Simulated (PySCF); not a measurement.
The dipole of `C/C=C(/C)OC(C)=O` from its density and from atomic charges.

Coordinates (GFN2-xTB, Å) and charges (e) from the PBE0/pcSseg-1 density (PySCF):

| atom | x | y | z | Mulliken | IAO | Hirshfeld | ESP-fitted |
| --- | --- | --- | --- | --- | --- | --- | --- |
| C1 | 2.021 | -1.403 | -0.048 | -0.2040 | -0.4254 | -0.1206 | -0.2962 |
| C2 | 1.723 | -0.023 | -0.531 | -0.2347 | -0.1755 | -0.0601 | -0.1571 |
| C3 | 0.624 | 0.665 | -0.257 | +0.0633 | +0.1846 | +0.0684 | +0.2525 |
| C4 | 0.305 | 2.039 | -0.751 | -0.1778 | -0.4400 | -0.1273 | -0.7295 |
| O5 | -0.345 | 0.113 | 0.600 | -0.4721 | -0.3357 | -0.0866 | -0.3620 |
| C6 | -1.538 | -0.223 | 0.091 | +0.3707 | +0.5307 | +0.2214 | +0.8998 |
| C7 | -2.441 | -0.748 | 1.178 | -0.2396 | -0.4763 | -0.1225 | -0.6925 |
| O8 | -1.837 | -0.119 | -1.067 | -0.3976 | -0.4565 | -0.2571 | -0.5738 |
| H9 | 2.115 | -2.081 | -0.896 | +0.1297 | +0.1537 | +0.0473 | +0.1129 |
| H10 | 1.234 | -1.764 | 0.608 | +0.1209 | +0.1507 | +0.0364 | +0.0898 |
| H11 | 2.966 | -1.415 | 0.494 | +0.1260 | +0.1512 | +0.0459 | +0.1058 |
| H12 | 2.473 | 0.438 | -1.155 | +0.0917 | +0.1515 | +0.0494 | +0.1394 |
| H13 | 1.144 | 2.449 | -1.305 | +0.1190 | +0.1547 | +0.0524 | +0.1989 |
| H14 | -0.569 | 2.001 | -1.400 | +0.1541 | +0.1692 | +0.0411 | +0.2353 |
| H15 | 0.074 | 2.691 | 0.091 | +0.1250 | +0.1517 | +0.0431 | +0.2147 |
| H16 | -3.393 | -1.042 | 0.747 | +0.1407 | +0.1697 | +0.0555 | +0.1864 |
| H17 | -1.972 | -1.599 | 1.665 | +0.1428 | +0.1702 | +0.0566 | +0.1907 |
| H18 | -2.594 | 0.029 | 1.923 | +0.1421 | +0.1714 | +0.0569 | +0.1848 |

Form Σ q r in debye for every column and set it beside the full dipole.

The full density gives (0.84, 0.03, 1.56) D, 1.77 D in size; dipole vectors point from the negative to the positive end.

```tsv
scheme	μx	μy	μz	size (D)	share of the full size (%)	angle to the full dipole (°)
Mulliken	0.15	0.03	1.51	1.52	85	23
IAO	0.91	0.14	1.62	1.87	105	3
Hirshfeld	0.54	-0.03	1.36	1.46	82	7
ESP-fitted	0.87	0.02	1.58	1.81	102	1
```

Which set comes closest?

Length of the difference vector: ESP-fitted 0.04 D, IAO 0.14 D, Hirshfeld 0.37 D, Mulliken 0.70 D. Closest: ESP-fitted. The schemes that divide the density aren't constrained to reproduce the dipole.

What is left for the Hirshfeld atoms' own dipoles?

The Hirshfeld atoms' densities add up to the full density, so μ = Σ q r + Σ (atomic dipoles). The atomic dipoles sum to (0.84, 0.03, 1.56) − (0.54, -0.03, 1.36) = (0.30, 0.06, 0.20) D, 0.37 D in size.

With the origin at the mean of the coordinates, (0.000, 0.000, -0.001) Å, which are the largest single terms, by size, of the Hirshfeld dipole along the direction of the full one?

O8 +2.24, C6 -0.69, C1 -0.52, H11 +0.40, C4 +0.29 D; all 18 atoms together +1.45 D. The single terms depend on the origin, their sum doesn't.

Give the size of the full dipole in other units.

1.77 D = 0.698 au = 0.369 e·Å = 5.92 × 10⁻³⁰ C·m.

The structure is a single GFN2-xTB conformer in the gas phase; no vibrational or solvent corrections. GFN2-xTB frequencies show an imaginary mode (34i cm⁻¹), so this geometry is no minimum at that level.

The values belong to the conformer `[CH3:1]/[CH:2]=[C:3](/[CH3:4])[O:5][C:6]([CH3:7])=[O:8]`: C2–C3–O5–C6 -113°, C3–O5–C6–C7 -178°.
